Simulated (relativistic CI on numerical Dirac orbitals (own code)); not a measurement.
# Hyperfine structure of Rh XXXV, mass number 103

Computed by Dirac-Coulomb-Breit CI, orbitals from a KLI potential per configuration, model QED (radiative potential, 1s self-energy scaled to tabulated hydrogen-like ionisation energies), unscaled Slater integrals (own radial code, finite nucleus).

CI space (outside the closed core [Ne]): 3s, 3p, 3d, 4s, 4p, 4d, 4f, 5s, 5p, 5d, 5f, 5g, 6s, 6p, 6d. Levels of other configurations are missing.

Nuclear spin I = 1/2, μ = -0.08829 μN (tables of Stone and Pyykkö). The electronic factors are computed for point nuclear moments, without core polarisation or the Bohr-Weisskopf and QED corrections.

```tsv
Level	E (eV)	A (GHz)
3s ²S1/2	0.00	-136
3p ²P°1/2	77.49	-42.06
3p ²P°3/2	114.42	-6.996
3d ²D3/2	215.17	-3.54
3d ²D5/2	222.97	-1.479
4s ²S1/2	974.64	-55.19
4p ²P°1/2	1006.52	-17.29
4p ²P°3/2	1021.44	-2.891
```

Levels with J = 0, under 50 % of one LS term, or S terms without an open s electron are left out. Small factors come from cancelling terms and can be off by tens of per cent or more.

At this charge energies of transitions that change n are usually good to better than 1 %, and those within a shell (Δn = 0) to a few per cent.

Give the hyperfine levels of 3s ²S1/2 relative to its centre of gravity.

With K = F(F + 1) − I(I + 1) − J(J + 1), E = AK/2: F = 0: 102, F = 1: -33.99 GHz.
